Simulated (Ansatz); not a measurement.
A run on C5H11F3Sn, SMILES `CC(C)(C)[CH2][Sn]([F])([F])[F]` with other settings.

```yaml
crystal:
  periodic: [false, false, false]
  atoms:
    - {symbol: C, position_ang: [0.496429, -0.750133, -1.414599]}
    - {symbol: C, position_ang: [0.399932, -0.447492, 0.274809]}
    - {symbol: C, position_ang: [1.859806, -0.696408, 0.656387]}
    - {symbol: C, position_ang: [-0.533536, -1.316057, 0.857061]}
    - {symbol: C, position_ang: [0.068137, 1.108941, 0.384741]}
    - {symbol: Sn, position_ang: [-1.833266, 1.673507, -0.376753]}
    - {symbol: F, position_ang: [-1.850529, 1.640808, -2.226744]}
    - {symbol: F, position_ang: [-3.277562, 0.803805, 0.273635]}
    - {symbol: F, position_ang: [-1.992544, 3.472988, 0.078349]}
    - {symbol: H, position_ang: [-0.275423, -0.547070, -1.889190]}
    - {symbol: H, position_ang: [1.216143, -0.104228, -1.824484]}
    - {symbol: H, position_ang: [0.870267, -1.648121, -1.609051]}
    - {symbol: H, position_ang: [2.114479, -1.739479, 0.432055]}
    - {symbol: H, position_ang: [1.732233, -0.452884, 1.777541]}
    - {symbol: H, position_ang: [2.426750, 0.072850, 0.330266]}
    - {symbol: H, position_ang: [-0.324110, -2.283102, 0.612031]}
    - {symbol: H, position_ang: [-0.802852, -1.198337, 1.910848]}
    - {symbol: H, position_ang: [-1.615256, -1.259392, 0.239819]}
    - {symbol: H, position_ang: [0.086538, 1.334090, 1.486229]}
    - {symbol: H, position_ang: [0.864557, 1.764143, -0.080102]}
basis:
  gaussian: {orbitals: STO-3G, point_charges: [{charge: 1.00, position_ang: [6.288, -0.109, 0.976]}]}
magnetization: {spin_polarized: true, initial_magnetization: 2}
hamiltonian: {xc: {name: B3LYP5}}
```

```sh
$ ansatz run in.yaml --threads 4 --pin off --events-out ev --progress --plain --max-ram 66560MiB --backend cpu
```

It prints (some lines left out):

```
Functional definition: B3LYP5
1111 factors; integrals over basis functions are off by at most 4.2e-5 eV
mean field evaluation 1: about -175633.0030 eV, gradient 1.7e1 eV
mean field evaluation 2: about -175625.0054 eV, gradient 3.7e1 eV
mean field evaluation 4: about -175634.8072 eV, gradient 1.1e1 eV
mean field evaluation 8: about -175635.8670 eV, gradient 7.4e-1 eV
mean field evaluation 16: about -175635.8574 eV, gradient 1.3e-2 eV
mean field evaluation 32: about -175635.8575 eV, gradient 4.6e-4 eV
mean field -175635.85752800 eV, -6454.4987138938 hartree, gradient 2.5e-6 eV, S^2 2.009447; 6 other end points of the search recorded, 0 dependent functions left out
reference -175635.85775888 eV, -6454.4987223788 hartree; 60, 58 occupied and 18, 20 virtual orbitals, 1111 factors
Total energy: -175635.85775888 eV, -6454.4987223788 hartree
```

It took 8.5 s on 4 threads of an AMD EPYC 7R13 on a shared host, with 1.2 GiB of host memory at the peak.
